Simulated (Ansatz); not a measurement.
Ideal-gas functions of C$_{2}$H$_{2}$FNSe (`FC1=NC[Se]1`) at 600 K and 1 bar, from an Ansatz frequency run at PBE0-D4/def2-TZVP.

Molar mass 138.0 g/mol, point group Cs (symmetry number 1), electronic degeneracy 1, moments of inertia 85.974, 165.037, 247.716 u Å². Harmonic wavenumbers (cm⁻¹, unscaled): 279, 315, 457, 559, 669, 728, 853, 1061, 1121, 1141, 1283, 1453, 1729, 3111, 3188.

Use S(trans) = R[1.5 ln M + 2.5 ln T − 1.1517]; rotational temperatures θ = 24.2544 K / I; S(rot) = R[ln(√π/σ · √(T³/θAθBθC)) + 1.5]; for each mode x = 1.438777 ν̃/T, S = R[x/(eˣ − 1) − ln(1 − e⁻ˣ)] and H = RT x/(eˣ − 1); 1 cm⁻¹ = 0.0119627 kJ/mol; R = 8.31446 J/(mol·K).

By hand: the entropy, in J/(mol·K).

Translation 184.8. Rotation: θ = 0.2821, 0.147, 0.0979 K, giving 119.9. Vibration, mode by mode: 11.81, 10.84, 7.96, 6.47, 5.22, 4.66, 3.68, 2.48, 2.22, 2.13, 1.63, 1.18, 0.69, 0.04, 0.03, in all 61.0. Electronic 0.0. Sum 365.7 J/(mol·K).

By hand: H − E and G − E in kJ/mol, counted from the electronic energy.

Zero-point energy ½ × 17947 × 0.0119627 = 107.3; thermal vibration 22.0; translation, rotation and pV give 4 RT = 20.0. H − E = 149.3 kJ/mol, and G − E = 149.3 − 600 × 365.7/1000 = -70.1 kJ/mol.

Vibration gives 17 % of the entropy.
